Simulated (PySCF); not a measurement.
A structure optimised at PBE-D3(BJ)/def2-SVP, used in a PySCF frequency run:

```xyz
13

C      0.0060     2.9895     0.0000
C      0.0414     1.6736     0.0000
C      0.0636     0.3454     0.0000
C      1.2086    -0.5678     0.0000
C      0.7144    -1.8335     0.0000
O     -0.6411    -1.9242     0.0000
C     -1.1613    -0.5735     0.0000
H     -0.0073     3.5750    -0.9392
H     -0.0073     3.5750     0.9392
H      2.2624    -0.2728     0.0000
H      1.2404    -2.7979     0.0000
H     -1.7976    -0.4440     0.9012
H     -1.7976    -0.4440    -0.9012
```
Charge 0, spin multiplicity 1.

Write its SMILES, formula and point group.

C=C=C1C=COC1, C6H6O, Cs

What are its rotational constants (standard atomic weights)?

8.0055, 1.7589, 1.4707 GHz
